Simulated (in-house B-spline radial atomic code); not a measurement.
Configurations of Hf⁷⁺, with energies counted from [Kr] 4d10 (4f5/2)6 (4f7/2)7 5s2 (5p1/2)2 (5p3/2)2. Computed with a B-spline radial code for spherical atoms: Dirac-Hartree-Fock, average of each configuration as written, Fermi nucleus of rms radius 5.347 fm. Energies include first-order Breit, QED and recoil terms.

Occupations are held fixed; configurations that lie above the ionisation limit could autoionise.

```
                                        configuration  E - E(ref) (eV)  highest orbital  its <r> (bohr)
    [Kr] 4d10 (4f5/2)4 (4f7/2)8 5s2 (5p3/2)4 (6p1/2)1           86.876            6p1/2           2.398
[Kr] 4d10 (4f5/2)6 (4f7/2)7 5s2 (5p1/2)2 (5p3/2)1 8s1           103.27            8s1/2           5.567
    [Kr] 4d10 (4f5/2)6 (4f7/2)6 5s2 (5p3/2)4 (7p1/2)1            110.8            7p1/2           3.974
    [Kr] 4d10 (4f5/2)6 (4f7/2)7 5s2 (5p3/2)3 (5g9/2)1           117.65            5g9/2           3.349
    [Kr] 4d10 (4f5/2)6 (4f7/2)7 5s2 (5p3/2)3 (7g7/2)1           134.84            7g7/2           7.774
    [Kr] (4d3/2)3 (4d5/2)6 4f14 5s2 (5p1/2)1 (5p3/2)3           221.48            5p3/2           1.242
```

Task: Order these further configurations by energy, lowest first.
A. [Kr] 4d10 (4f5/2)6 (4f7/2)7 5s2 (5p1/2)2 (5p3/2)1 6s1
B. [Kr] 4d10 (4f5/2)6 (4f7/2)7 5s2 (5p1/2)1 (5p3/2)2 7s1
C. [Kr] 4d10 (4f5/2)5 (4f7/2)8 5s2 (5p1/2)2 (5p3/2)2
D. [Kr] 4d10 (4f5/2)6 (4f7/2)6 5s2 (5p3/2)4 7s1
E. [Kr] (4d3/2)3 (4d5/2)6 (4f5/2)6 (4f7/2)7 5s2 (5p1/2)2 (5p3/2)3

Result: C (1.8512 eV), A (56.824 eV), B (97.377 eV), D (106.21 eV), E (208.08 eV).

Task: How far above the reference does [Kr] 4d10 (4f5/2)5 (4f7/2)8 5s2 (5p1/2)1 (5p3/2)3 lie?

Result: 10.754 eV; its least bound orbital is 5p3/2 with <r> = 1.244 bohr.

Task: How far above the reference does [Kr] 4d10 (4f5/2)5 (4f7/2)7 5s2 (5p1/2)1 (5p3/2)3 (7d3/2)1 lie?

Result: 109.52 eV; its least bound orbital is 7d3/2 with <r> = 4.767 bohr.
